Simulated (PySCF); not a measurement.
C4H8F2O2.
Bonds: C1–O2, O2–C3, C3–C4, C4–F5, C4–F6, C4–O7, O7–C8. Hydrogens: H9, H10, H11 on C1; H12, H13 on C3; H14, H15, H16 on C8.

The same species was optimised twice, with GFN2-xTB and with PBE0-D3(BJ)/def2-SVP (PySCF), and the same property calculations (PySCF, gas phase) were run on both structures.

```csv
coordinate,GFN2-xTB,PBE0-D3(BJ)/def2-SVP,change
C3–C4 (Å),1.541,1.521,-0.020
O7–C8 (Å),1.432,1.416,-0.016
C1–O2 (Å),1.414,1.402,-0.012
C4–F6 (Å),1.378,1.367,-0.011
C4–F5 (Å),1.365,1.354,-0.011
C4–O7 (Å),1.341,1.348,+0.007
O2–C3 (Å),1.390,1.383,-0.007
F5–C4–F6 (°),103.0,104.8,+1.8
C1–O2–C3 (°),115.0,116.1,+1.1
C3–C4–O7 (°),109.6,108.7,-0.9
C4–O7–C8 (°),115.7,116.4,+0.7
F5–C4–O7 (°),111.8,111.4,-0.4
F6–C4–O7 (°),110.8,110.4,-0.4
O2–C3–C4 (°),114.6,114.3,-0.3
C3–C4–F6 (°),110.6,110.8,+0.2
C1–O2–C3–C4 (°),-71,-77,-6
O2–C3–C4–F5 (°),-34,-49,-15
C3–C4–O7–C8 (°),180,179,-1
```

Rotational constants: A = 4367, B = 1296, C = 1249 MHz (GFN2-xTB) against A = 4392, B = 1284, C = 1247 MHz (PBE0-D3(BJ)/def2-SVP). Point groups within 0.08 Å: C1 and C1.

On the GFN2-xTB structure: isotropic polarisability (au) 60.8 [CAM-B3LYP/def2-SVPD]; HOMO (eV) -9.31 [CAM-B3LYP/def2-SVPD]; LUMO (eV) 1.26 [CAM-B3LYP/def2-SVPD]; dipole (D) 1.66 [CAM-B3LYP/def2-SVPD]; HOMO (eV) -7.70 [PBE0/pcSseg-1]; LUMO (eV) 1.64 [PBE0/pcSseg-1]; dipole (D) 1.66 [PBE0/pcSseg-1]; GIAO shielding of C1 (ppm) 125.5 [PBE0/pcSseg-1]; GIAO shielding of O2 (ppm) 323.2 [PBE0/pcSseg-1]; GIAO shielding of C3 (ppm) 109.6 [PBE0/pcSseg-1]; GIAO shielding of C4 (ppm) 55.0 [PBE0/pcSseg-1]; GIAO shielding of F5/F6 (mean) (ppm) 273.0 [PBE0/pcSseg-1]; GIAO shielding of O7 (ppm) 246.8 [PBE0/pcSseg-1]; GIAO shielding of C8 (ppm) 135.5 [PBE0/pcSseg-1].

What do these properties become on the PBE0-D3(BJ)/def2-SVP structure?

```tsv
property	level	on GFN2-xTB	on PBE0-D3(BJ)/def2-SVP	change
isotropic polarisability (au)	CAM-B3LYP/def2-SVPD	60.8	61.0	+0.2
HOMO (eV)	CAM-B3LYP/def2-SVPD	-9.31	-9.31	0.00
LUMO (eV)	CAM-B3LYP/def2-SVPD	1.26	1.25	-0.01
dipole (D)	CAM-B3LYP/def2-SVPD	1.66	1.75	+0.09
energy, GFN2-xTB geometry as zero (kcal/mol)	CAM-B3LYP/def2-SVPD	0.0	-0.6	-0.6
HOMO (eV)	PBE0/pcSseg-1	-7.70	-7.70	0.00
LUMO (eV)	PBE0/pcSseg-1	1.64	1.61	-0.03
dipole (D)	PBE0/pcSseg-1	1.66	1.74	+0.08
energy, GFN2-xTB geometry as zero (kcal/mol)	PBE0/pcSseg-1	0.0	-0.4	-0.4
GIAO shielding of C1 (ppm)	PBE0/pcSseg-1	125.5	123.7	-1.8
GIAO shielding of O2 (ppm)	PBE0/pcSseg-1	323.2	328.7	+5.5
GIAO shielding of C3 (ppm)	PBE0/pcSseg-1	109.6	110.1	+0.5
GIAO shielding of C4 (ppm)	PBE0/pcSseg-1	55.0	56.8	+1.8
GIAO shielding of F5/F6 (mean) (ppm)	PBE0/pcSseg-1	273.0	283.4	+10.4
GIAO shielding of O7 (ppm)	PBE0/pcSseg-1	246.8	251.1	+4.3
GIAO shielding of C8 (ppm)	PBE0/pcSseg-1	135.5	136.3	+0.8
```

The heavy atoms differ by 0.144 Å rms after alignment. Among bonds between heavy atoms C3–C4 changes most (-0.020 Å). Changes are differences of the printed values. Neither structure is proved a minimum here.

Conformer computed: `[CH3:1][O:2][CH2:3][C:4]([F:5])([F:6])[O:7][CH3:8]`: C1–O2–C3–C4 -77°, O2–C3–C4–F5 -49°, C3–C4–O7–C8 179°.
